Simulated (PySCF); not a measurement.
**Exercise with solution: oscillator strength and radiative lifetime**

Ta(S)(F)2(OH) (F2HOSTa), SMILES [OH][Ta]([F])([F])=[S], multiplicity 1.

Coordinates come from a PBE0-D3(BJ)/def2-SVP optimisation. The multiplicity is an assumed one; other spin states were not compared. The def2 effective core potentials stand for the cores of Ta; spin–orbit coupling is left out. Other conformers were not sampled.

TDA-PBE/def2-SVPD (PySCF) puts the first singlet state with f over 0.02 at 5.02 eV (vertical), with the transition dipole (-0.012, -0.440, 0.000) in atomic units.

Find the oscillator strength, the wavelength and the radiative lifetime that this transition would have in vacuum if emission retraced absorption.


|μ|² = 0.1937 au, so |μ| = 1.12 D. ΔE = 5.02/27.211 = 0.1845 hartree. f = (2/3) ΔE |μ|² = 0.024 (the program prints 0.024).
λ = 1239.84/5.02 = 247 nm; ν = 40489 cm⁻¹.
Einstein's coefficient A = 0.6670 ν² f s⁻¹ (ν in cm⁻¹) = 2.6e7 s⁻¹, so τ = 1/A = 38 ns. This state is S4; the lower singlets have f = 0.001, 0.002, 0.002. The figure is the radiative limit of this one transition; relaxation, internal conversion, crossing to triplets and a medium change what is measured.
